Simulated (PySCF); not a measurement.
Bond curve of KCd⁺

Set-up: basis K def2-SVP, Cd def2-SVP with ECP28; scalar-relativistic core potentials; PySCF 2.14. Energies in eV from K⁺ + Cd in their ground configurations at the same level. State: ¹Σ⁺ (singlet), closed shell.

| R (Å) | RHF-MP2 | PBE0 | RHF-CCSD(T) | r²SCAN |
| --- | --- | --- | --- | --- |
| 3.184 | -0.1223 | -0.1368 |  | -0.1203 |
| 3.332 | -0.1888 | -0.1964 | -0.1689 | -0.1782 |
| 3.480 | -0.2244 | -0.2275 | -0.2094 | -0.2085 |
| 3.591 | -0.2365 | -0.2378 | -0.2245 | -0.2185 |
| 3.702 | -0.2396 | -0.2401 | -0.2302 | -0.2208 |
| 3.813 | -0.2361 | -0.2365 | -0.2289 | -0.2175 |
| 3.961 | -0.2247 | -0.2257 | -0.2198 | -0.2072 |
| 4.146 | -0.2043 | -0.2065 | -0.2017 | -0.1889 |
| 4.368 | -0.1768 | -0.1800 | -0.1761 | -0.1637 |
| 4.665 | -0.1415 | -0.1450 |  | -0.1308 |

Question: Put a parabola through the three lowest points of the RHF-MP2 curve and estimate Re, k and ωe (reduced mass 29.03 u; 1 eV/Å² = 0.16022 mdyn/Å; ωe = 1302.8·√(k/μ) cm⁻¹).

Answer: Through R = 3.591, 3.702, 3.813 Å the second-order coefficient is 0.268 eV/Å², so Re ≈ 3.699 Å, k ≈ 0.0858 mdyn/Å and ωe ≈ 71 cm⁻¹. A polynomial fit of higher order to the unrounded RHF-MP2 energies gives Re = 3.692 Å, k = 0.0870 mdyn/Å, ωe = 71.3 cm⁻¹; anharmonicity and rounding make the difference.

The higher-order fit for each curve: RHF-MP2: Re = 3.692 Å, ωe = 71.3 cm⁻¹, De = 0.240 eV; PBE0: Re = 3.684 Å, ωe = 67.8 cm⁻¹, De = 0.240 eV; RHF-CCSD(T): Re = 3.732 Å, ωe = 69.2 cm⁻¹, De = 0.230 eV; r²SCAN: Re = 3.686 Å, ωe = 66.5 cm⁻¹, De = 0.221 eV.

Correlated steps freeze 5 core orbitals. Closed-shell solutions of metal pairs were not tested for spin polarisation, which can lower them a little. The bond is weak. Basis-set superposition, not corrected here, can be much of De in a small basis, most of all at correlated wavefunction levels. For an ion De counts to the pair picked by the measured ionisation energies or electron affinities, which need not be the lowest pair at this level.
